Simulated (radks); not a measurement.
Neutral bromine inside a hard spherical wall (all orbitals vanish at R), configuration held at [Ar] 3d10 4s2 4p5 and not refilled when levels cross. All-electron calculation, non-relativistic Kohn-Sham, LDA (Slater exchange, VWN5 correlation), spin-polarised, spherical densities, point nucleus; open shells are filled with parallel spins first. Program: a radial shooting solver on a logarithmic mesh with Libxc functionals. Eigenvalues in eV for spin up, with the zero of energy where the potential of the charges vanishes at infinity; a dash marks a level that is unbound or too diffuse for the functional's potential to be trusted. A positive occupied level is held by the wall or, in an anion where self-interaction has pushed it up, behind a barrier. The pressure on the wall is -dE/dV.

| R (bohr) | E (hartree) | kinetic (hartree) | e(3p) | e(3d) | e(4s) | e(4p) | e(5s, empty) | e(5p, empty) | pressure (GPa) |
|---|---|---|---|---|---|---|---|---|---|
| free | -2570.62665 | 2568.373 | -171.42 | -68.667 | -19.917 | -8.336 | -0.434 | - | 0 |
| 20 | -2570.62665 | 2568.373 | -171.42 | -68.667 | -19.917 | -8.336 | -0.426 | 0.449 | < 0.0001 |
| 15 | -2570.62665 | 2568.373 | -171.42 | -68.667 | -19.917 | -8.336 | -0.383 | 0.734 | < 0.0001 |
| 12 | -2570.62665 | 2568.373 | -171.42 | -68.667 | -19.917 | -8.336 | -0.259 | 1.161 | < 0.0001 |
| 10 | -2570.62663 | 2568.373 | -171.42 | -68.665 | -19.915 | -8.334 | 0.000 | 1.802 | 0.000820 |
| 7 | -2570.62434 | 2568.395 | -171.28 | -68.524 | -19.801 | -8.223 | 1.779 | 4.993 | 0.170 |
| 5 | -2570.57528 | 2568.722 | -169.80 | -67.054 | -18.694 | -7.052 | 8.603 | 14.554 | 7.59 |
| 4 | -2570.36901 | 2569.808 | -166.27 | -63.556 | -16.098 | -4.079 | 21.083 | 29.801 | 62.4 |
| 3 | -2569.18625 | 2574.687 | -155.52 | -52.949 | -7.051 | 6.704 | 59.846 | 73.038 | 676 |
